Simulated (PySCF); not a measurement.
BHandHLYP on Nb- (niobium, charge -1), [Kr] 4d4 5s2, high-spin 5D determinant. Computed with PySCF 2.14 in def2-TZVPPD with the def2 core potential (28 electrons) (6s4p3d2f1g, 56 functions), with a scalar-relativistic core potential.

```
cycle= 1 E= -56.7451914285428  delta_E= -0.00743  |g|= 0.0185  |ddm|= 0.615
cycle= 2 E= -56.7457506868723  delta_E= -0.000559  |g|= 0.0104  |ddm|= 0.145
cycle= 3 E= -56.7458371355748  delta_E= -8.64e-05  |g|= 0.00315  |ddm|= 0.0556
cycle= 4 E= -56.7458613398158  delta_E= -2.42e-05  |g|= 0.000633  |ddm|= 0.0346
cycle= 5 E= -56.7458628621734  delta_E= -1.52e-06  |g|= 0.000155  |ddm|= 0.00938
cycle= 6 E= -56.7458629877952  delta_E= -1.26e-07  |g|= 4.27e-05  |ddm|= 0.00197
cycle= 7 E= -56.7458629971365  delta_E= -9.34e-09  |g|= 5.42e-06  |ddm|= 0.000518
cycle= 8 E= -56.7458629972937  delta_E= -1.57e-10  |g|= 1e-06  |ddm|= 0.000103
converged SCF energy = -56.7458629972937  <S^2> = 6.0154965  2S+1 = 5.0061948
```

Highest occupied orbital energy: 0.669 eV; ⟨L²⟩ = 6.03; populations by l: s 4.00, p 6.00, d 4.00, f 0.00.

Task: Can this result be used?

Result: With care. The calculation finished and met its thresholds. Energies and moments cover only the electrons outside the core potential. At BHandHLYP the highest occupied level has a positive energy, so only the finite basis holds that electron; in a semilocal or global hybrid functional this comes from self-interaction and does not mean that the real anion is unbound.
